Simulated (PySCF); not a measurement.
C4H8OSi. Atoms are numbered in the order given.

```xyz
14

C      1.9228    -2.0255     0.0369
C      1.5275    -0.8703     0.0085
Si     0.8898     0.8508    -0.0051
C     -0.8035     0.9050     0.8368
C     -1.7687    -0.1488     0.2962
O     -1.8095    -0.1679    -1.1176
H      2.2753    -3.0416     0.0549
H      1.8423     1.7153     0.7561
H      0.8383     1.3529    -1.4079
H     -1.2185     1.9227     0.7004
H     -0.6661     0.7783     1.9257
H     -1.4268    -1.1523     0.5975
H     -2.7808    -0.0066     0.7290
H     -2.1150     0.7004    -1.4136
```
Charge 0, spin multiplicity 1.

The structure is a stationary point at r2SCAN-D4/def2-SVP. This is a generated structure with no PubChem entry under its InChIKey; it may be hypothetical. The values are those of a single conformer.

Computed with B3LYP/pcSseg-1 run with PySCF.

GIAO shieldings, no solvent; atoms listed in one row are averaged. δ = σ(ref) − σ: ¹³C against TMS (σ = 181.3 ppm); ²⁹Si against TMS (σ = 338.7 ppm); ¹⁷O against H2O (σ = 333.8 ppm); ¹H against TMS (σ = 31.68 ppm), references at their B3LYP-D3(BJ)/def2-TZVP geometries, non-relativistic.

Question: Estimate the chemical shifts. (An estimate is asked for; the answer gives what the named calculation found.)

Answer: 
```
nucleus  atoms  count  δ (ppm)
-------  -----  -----  -------
¹³C         C1      1    105.1
¹³C         C2      1     85.4
¹³C         C5      1     65.6
¹³C         C4      1     22.6
²⁹Si       Si3      1    -67.7
¹⁷O         O6      1     58.9
¹H          H9      1     4.64
¹H         H13      1     4.45
¹H          H8      1     4.43
¹H         H12      1     4.28
¹H          H7      1     2.56
¹H         H11      1     1.30
¹H         H10      1     1.06
¹H         H14      1     0.02
```
